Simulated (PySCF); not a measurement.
## Computed properties of SiHBr, SMILES [SiH]Br

SiHBr, SMILES [SiH]Br (connectivity only; charge and spin as stated), neutral, multiplicity 1. Geometry optimised at B3LYP-D3(BJ)/def2-TZVP. One conformer was computed; it need not be the lowest. All values are computed for the isolated molecule unless a solvent is named; none is compared with measurement here.

**Structure.** The optimised structure has Cs symmetry. All 3 harmonic modes at B3LYP-D3(BJ)/def2-TZVP (PySCF) are real, so it is a minimum.

**Vibrations.** The strongest infrared lines (harmonic, unscaled, degenerate partners summed) lie at 2018 cm⁻¹ (251 km/mol, H 96 %), 393 cm⁻¹ (65 km/mol, Si 72 %, Br 27 %), 774 cm⁻¹ (42 km/mol, H 95 %). The softest mode is at 393 cm⁻¹ and the zero-point energy is 4.6 kcal/mol.

**Electronic structure.** ωB97X/def2-TZVPD (PySCF) places the frontier levels at -9.27 and -1.05 eV, a gap of 8.22 eV, and gives a dipole moment of 1.24 D and a mean polarisability of 55.3 bohr³.

**Excitations.** TDA-B3LYP/def2-TZVPD (PySCF) has S1 at 2.67 eV (465 nm, f = 0.016, weak); the most intense of the 10 singlets computed lies at 5.35 eV (f = 0.17). T1 (TDA) is at 1.54 eV, 1.13 eV under S1.

**NMR.** GIAO shifts at KT2/pcSseg-2 (PySCF) (non-relativistic, atoms alike by connectivity averaged): ¹H at 12.2 ppm against TMS; ²⁹Si at 619.3 ppm against TMS. Without spin–orbit terms, shifts of atoms bonded to Cl or Br come out too high.
